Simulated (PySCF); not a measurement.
A calculated (M06-2X, PySCF 2.14, def2-TZVP, no relativity, point nucleus) atom or ion has these occupied shells.

| shell | electrons | orbital energy (eV) | rms radius, mean of both spins (bohr) |
| --- | --- | --- | --- |
| 1s α | 1 | -3591.2 | 0.0944 |
| 1s β | 1 | -3590.8 | 0.0944 |
| 2s α | 1 | -393.95 | 0.422 |
| 2s β | 1 | -393.79 | 0.422 |
| 2p α | 3 | -320.98 | 0.388 |
| 2p β | 3 | -320.49 | 0.388 |
| 3s α | 1 | -62.746 | 1.33 |
| 3s β | 1 | -60.332 | 1.33 |
| 3p α | 3 | -43.819 | 1.47 |
| 3p β | 2 | -42.420 | 1.47 |

(1) Name the element and its charge.

Results:

(1) K²⁺ (potassium, charge +2), in [Ne] 3s2 3p5, 2P determinant.
